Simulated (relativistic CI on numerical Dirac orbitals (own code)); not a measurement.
Calculated levels, Re XLVII

These numbers are calculated, not measured: Dirac-Coulomb-Breit CI, KLI orbitals optimised for each configuration, model QED, unscaled Slater integrals (own radial code, finite nucleus).

Configurations in the expansion (outside the closed core [Ar]): 3d10 4s, 3d10 4p, 3d10 4d, 3d10 4f, 3d10 5s, 3d10 5p, 3d10 5d, 3d10 5f, 3d10 5g, 3d9 4p2, 3d10 6s, 3d10 6p, 3d8 4s 4p2, 3d10 6d, 3d9 4s2, 3d9 4p 4d. Levels of other configurations are missing.

| No. | Configuration | Term | J | E (eV) | % | Next component (%) | Lifetime (s) |
| --- | --- | --- | --- | --- | --- | --- | --- |
| 41 | 3d9 4p2(3P) | 4F | 9/2 | 2021.38 | 65 | 35 2G |  |
| 42 | 3d9 4p2(1D) | 2F | 7/2 | 2021.68 | 57 | 34 4D |  |
| 43 | 3d9 4p2(3P) | 2P | 1/2 | 2022.78 | 71 | 19 2S |  |
| 44 | 3d9 4p2(3P) | 2D | 5/2 | 2025.41 | 65 | 16 4D |  |
| 45 | 3d9 4p2(3P) | 2P | 3/2 | 2025.91 | 51 | 32 2D |  |
| 46 | 3d9 4p2(1S) | 2D | 5/2 | 2035.30 | 68 | 13 2F |  |
| 47 | 3d9 4p 4d | 4P° | 1/2 | 2048.52 | 63 | 18 4D° |  |
| 48 | 3d9 4p 4d | 4D° | 3/2 | 2051.46 | 36 | 24 4P° |  |
| 49 | 3d9 4p 4d | 2H° | 9/2 | 2053.07 | 41 | 28 4H° |  |
| 50 | 3d9 4p 4d | 4F° | 5/2 | 2055.07 | 32 | 19 4D° |  |
| 51 | 3d9 4p 4d | 4G° | 7/2 | 2055.89 | 28 | 23 2G° |  |
| 52 | 3d9 4p 4d | 2P° | 3/2 | 2069.71 | 30 | 29 4P° |  |
| 53 | 3d9 4p 4d | 2F° | 7/2 | 2071.18 | 33 | 25 2G° |  |
| 54 | 3d9 4p 4d | 2D° | 5/2 | 2073.72 | 29 | 19 4F° |  |
| 55 | 3d9 4p 4d | 2P° | 1/2 | 2083.74 | 47 | 24 4P° |  |
| 56 | 3d9 4p 4d | 4F° | 9/2 | 2084.10 | 59 | 20 4G° |  |
| 57 | 3d9 4p 4d | 2D° | 3/2 | 2084.39 | 51 | 17 2P° |  |
| 58 | 3d9 4p 4d | 4H° | 11/2 | 2085.99 | 39 | 36 2H° |  |
| 59 | 3d9 4p 4d | 2D° | 5/2 | 2088.54 | 31 | 25 4P° |  |
| 60 | 3d9 4p 4d | 2F° | 7/2 | 2089.68 | 29 | 28 2G° |  |
| 61 | 3d9 4p 4d | 2D° | 3/2 | 2090.03 | 30 | 28 2P° |  |
| 62 | 3d9 4p 4d | 4D° | 7/2 | 2090.04 | 43 | 25 2F° |  |
| 63 | 3d9 4p 4d | 2F° | 5/2 | 2090.78 | 39 | 23 2D° |  |
| 64 | 3d9 4p2(1D) | 2D | 3/2 | 2091.31 | 35 | 30 4D |  |
| 65 | 3d9 4p 4d | 2G° | 9/2 | 2091.61 | 32 | 31 4G° |  |
| 66 | 3d9 4p2(3P) | 4P | 1/2 | 2092.84 | 55 | 22 2P |  |
| 67 | 3d9 4p2(3P) | 2F | 7/2 | 2093.24 | 39 | 31 2G |  |
| 68 | 3d9 4p2(1D) | 2F | 5/2 | 2093.50 | 36 | 23 4D |  |
| 69 | 3d9 4p 4d | 4D° | 1/2 | 2104.92 | 56 | 22 2P° |  |
| 70 | 3d9 4p2(1S) | 2D | 3/2 | 2105.59 | 70 | 16 4F |  |

Energies count from the lowest computed level; ° marks odd parity; lifetimes are radiative, by E1, M1, E2, M2, E3 decay to levels of this space only; some are left blank where a channel outside the calculation adds to the decay or the decay crosses a small, uncertain gap. Percentages are summed over parent terms; the parents shown are those of the largest component, closed shells are left out there.

The mean weight of the leading LS term, summed over parents, in these 30 levels is 45 %, and that of the leading jj configuration (from the same eigenvectors) 98 %, so jj coupling describes them better and the LS labels are nominal.

At this charge energies of transitions that change n are usually good to better than 1 %, and those within a shell (Δn = 0) to a few per cent.

LS names give the leading component of a level, which can be under half, so a name can repeat, a term be missing and a line seem to break the LS rules.
